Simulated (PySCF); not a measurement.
A structure optimised at PBE-D3(BJ)/def2-SVP, used in a PySCF frequency run:

```
C
C 1 1.3714
H 2 1.1068 1 115.84
C 2 1.4102 3 116.45 1 180.00
C 4 1.2283 3 149.86 2 180.00
H 5 1.0809 3 161.99 2 180.00
C 1 1.4534 2 121.93 3 0.00
C 7 1.3517 1 128.16 2 180.00
H 8 1.0998 7 120.65 1 180.00
H 8 1.1014 9 117.96 7 180.00
H 7 1.1058 8 118.75 9 0.00
I 1 2.1242 2 119.18 3 180.00
```

**Question.** Write its SMILES, formula and point group.

**Answer.** C#C/C=C(\I)C=C, C₆H₅I, Cs

**Question.** What are its rotational constants (standard atomic weights)?

**Answer.** 1.8199, 1.2933, 0.75604 GHz
